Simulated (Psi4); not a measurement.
C$_{4}$H$_{12}$Ge, triplet, at a GFN2-xTB geometry of the parent state (a higher spin typed on purpose: for a closed-shell molecule this is an excited state); B3LYP/STO-3G (Psi4).

The Psi4 input:
```
memory 2 GB

molecule {
0 3
Ge    1.19204730    0.56714476   -0.05754356
C    -0.14291499   -0.40813352    1.02478555
C    -1.47181421   -0.75171789    0.35417463
C    -1.27787032   -1.78595875   -0.74868490
C    -2.14060935    0.49817568   -0.20427519
H     2.47695911    0.63797260    0.70755841
H     1.51822983   -0.07475567   -1.36893037
H     0.79742154    1.98087734   -0.34754028
H    -0.33651492    0.20244411    1.91116398
H     0.32633876   -1.32831449    1.38212088
H    -2.13107858   -1.18576940    1.11818937
H    -0.64106043   -1.38068517   -1.53369694
H    -2.23428227   -2.05938865   -1.18936037
H    -0.81099573   -2.68634650   -0.35444740
H    -1.53940228    0.90778741   -1.01628749
H    -2.24171535    1.25754145    0.56886375
H    -3.13015973    0.26581165   -0.59224003
}

set {
  basis sto-3g
  reference uks
}

energy('b3lyp')
print_variables()
```

Task: Predict the main parts of the log of this Psi4 run.

Result: 
```
   => Loading Basis Set <=

    Name: STO-3G
    Role: ORBITAL
    Keyword: BASIS

         ---------------------------------------------------------
                                   SCF
               by Justin Turney, Rob Parrish, Andy Simmonett
                          and Daniel G. A. Smith
                              UKS Reference
         ---------------------------------------------------------

  ==> Geometry <==

    Molecular point group: c1
    Full point group: C1

    Geometry (in Angstrom), charge = 0, multiplicity = 3:

       Center              X                  Y                   Z               Mass
    ------------   -----------------  -----------------  -----------------  -----------------
         GE           1.044969863608     0.499521974969    -0.058574153313    73.921177761000
         C           -0.289992426392    -0.475756305031     1.023754956687    12.000000000000
         C           -1.618891646392    -0.819340675031     0.353144036687    12.000000000000
         C           -1.424947756392    -1.853581535031    -0.749715493313    12.000000000000
         C           -2.287686786392     0.430552894969    -0.205305783313    12.000000000000
         H            2.329881673608     0.570349814969     0.706527816687     1.007825032230
         H            1.371152393608    -0.142378455031    -1.369960963313     1.007825032230
         H            0.650344103608     1.913254554969    -0.348570873313     1.007825032230
         H           -0.483592356392     0.134821324969     1.910133386687     1.007825032230
         H            0.179261323608    -1.395937275031     1.381090286687     1.007825032230
         H           -2.278156016392    -1.253392185031     1.117158776687     1.007825032230
         H           -0.788137866392    -1.448307955031    -1.534727533313     1.007825032230
         H           -2.381359706392    -2.127011435031    -1.190390963313     1.007825032230
         H           -0.958073166392    -2.753969285031    -0.355477993313     1.007825032230
         H           -1.686479716392     0.840164624969    -1.017318083313     1.007825032230
         H           -2.388792786392     1.189918664969     0.567833156687     1.007825032230
         H           -3.277237166392     0.198188864969    -0.593270623313     1.007825032230

  Running in c1 symmetry.

  Rotational constants: A =      0.18005  B =      0.05336  C =      0.04989 [cm^-1]
  Rotational constants: A =   5397.76649  B =   1599.60083  C =   1495.79432 [MHz]
  Nuclear repulsion =  366.478278928297584

  Charge       = 0
  Multiplicity = 3
  Electrons    = 68
  Nalpha       = 35
  Nbeta        = 33

  ==> Algorithm <==

  SCF Algorithm Type is DF.
  DIIS enabled.
  MOM disabled.
  Fractional occupation disabled.
  Guess Type is SAD.
  Energy threshold   = 1.00e-06
  Density threshold  = 1.00e-06
  Integral threshold = 1.00e-12

  ==> Primary Basis <==

  Basis Set: STO-3G
    Blend: STO-3G
    Number of shells: 32
    Number of basis functions: 50
    Number of Cartesian functions: 51
    Spherical Harmonics?: true
    Max angular momentum: 2

  ==> DFT Potential <==

   => LibXC <=

    Version 7.1.2
    S. Lehtola, C. Steigemann, M. J. T. Oliveira, and M. A. L. Marques,  SoftwareX 7, 1–5 (2018) (10.1016/j.softx.2017.11.002)

   => Composite Functional: B3LYP <=

    B3LYP Hyb-GGA Exchange-Correlation Functional

    P. J. Stephens, F. J. Devlin, C. F. Chabalowski, and M. J. Frisch,  J. Phys. Chem. 98, 11623 (1994) (10.1021/j100096a001)

    Deriv               =              1
    GGA                 =           TRUE
    Meta                =          FALSE

    Exchange Hybrid     =           TRUE
    MP2 Hybrid          =          FALSE

   => Exchange Functionals <=

    0.0800   Slater exchange
    0.7200         Becke 88

   => Exact (HF) Exchange <=

    0.2000               HF

   => Correlation Functionals <=

    0.1900   Vosko, Wilk & Nusair (VWN5_RPA)
    0.8100   Lee, Yang & Parr

[...]

   @DF-UKS iter SAD: -2206.27594504872650   -2.20628e+03   0.00000e+00
   @DF-UKS iter   1: -2209.84753257171087   -3.57159e+00   1.41252e-02 DIIS/ADIIS
   @DF-UKS iter   2: -2137.19673206197558    7.26508e+01   1.49578e-01 ADIIS
   @DF-UKS iter   3: -2208.88190617756118   -7.16852e+01   3.01844e-02 DIIS/ADIIS
   @DF-UKS iter   4: -2210.44591192446933   -1.56401e+00   2.44207e-03 DIIS/ADIIS
   @DF-UKS iter   5: -2210.45319966502075   -7.28774e-03   2.72576e-03 DIIS/ADIIS
   @DF-UKS iter   6: -2210.46760964822352   -1.44100e-02   4.37787e-04 DIIS/ADIIS
   @DF-UKS iter   7: -2210.46831659472764   -7.06947e-04   1.65027e-04 DIIS/ADIIS
   @DF-UKS iter   8: -2210.46847990652441   -1.63312e-04   1.04524e-04 DIIS/ADIIS
   @DF-UKS iter   9: -2210.46852788932620   -4.79828e-05   4.96065e-05 DIIS
   @DF-UKS iter  10: -2210.46856090184565   -3.30125e-05   4.27972e-05 DIIS
   @DF-UKS iter  11: -2210.46856980562643   -8.90378e-06   1.21066e-05 DIIS
   @DF-UKS iter  12: -2210.46857481654342   -5.01092e-06   1.20475e-05 DIIS
   @DF-UKS iter  13: -2210.46857608261826   -1.26607e-06   5.32277e-06 DIIS
   @DF-UKS iter  14: -2210.46857647098841   -3.88370e-07   2.06613e-06 DIIS
   @DF-UKS iter  15: -2210.46857658785802   -1.16870e-07   1.35805e-06 DIIS
   @DF-UKS iter  16: -2210.46857668186158   -9.40036e-08   6.64955e-07 DIIS
  Energy and wave function converged.

  ==> Post-Iterations <==

   Electrons on quadrature grid:
      Nalpha   =   34.9999527021 ; deviation = -4.730e-05
      Nbeta    =   32.9999443546 ; deviation = -5.565e-05
      Ntotal   =   67.9998970567 ; deviation = -1.029e-04

   @Spin Contamination Metric:   3.018688147E-03
   @S^2 Expected:                2.000000000E+00
   @S^2 Observed:                2.003018688E+00
   @S   Expected:                1.000000000E+00
   @S   Observed:                1.000000000E+00

    Orbital Energies [Eh]
    ---------------------

    Alpha Occupied:

[...]
    Alpha Virtual:

[...]
    Beta Occupied:

[...]
    Beta Virtual:

[...]
    Final Occupation by Irrep:
              A
    DOCC [    33 ]
    SOCC [     2 ]
    NA   [    35 ]
    NB   [    33 ]

  @DF-UKS Final Energy: -2210.46857668186158

   => Energetics <=

    Nuclear Repulsion Energy =            366.4782789282975841
    One-Electron Energy =               -3815.9590350733783453
    Two-Electron Energy =                1324.2382004470764514
    DFT Exchange-Correlation Energy =     -85.2260209838574241
    Empirical Dispersion Energy =           0.0000000000000000
    VV10 Nonlocal Energy =                  0.0000000000000000
    Total Energy =                      -2210.4685766818615775

  UHF NO Occupations:
  HONO-2 :   33  A 1.9995871
  HONO-1 :   34  A 1.0000000
  HONO-0 :   35  A 1.0000000
  LUNO+0 :   36  A 0.0004129
  LUNO+1 :   37  A 0.0003381
  LUNO+2 :   38  A 0.0002559
  LUNO+3 :   39  A 0.0002104

Computation Completed

Properties will be evaluated at   0.000000,   0.000000,   0.000000 [a0]

Properties computed using the SCF density matrix

 Multipole Moments:

 ------------------------------------------------------------------------------------
     Multipole            Electronic (a.u.)      Nuclear  (a.u.)        Total (a.u.)
 ------------------------------------------------------------------------------------

 L = 1.  Multiply by 2.5417464519 to convert [e a0] to [Debye]
 Dipole X            :         18.9128675          -18.8996524            0.0132151
 Dipole Y            :          8.6598712           -8.6896207           -0.0297495
 Dipole Z            :          0.2606217           -0.1324324            0.1281893
 Magnitude           :                                                    0.1322580

 ------------------------------------------------------------------------------------

  Variable Map:
  ----------------------------------------------------------------------------
[...]
  Array Variable Map:
  ----------------------------------------------------------------------------
[...]
[...]
```
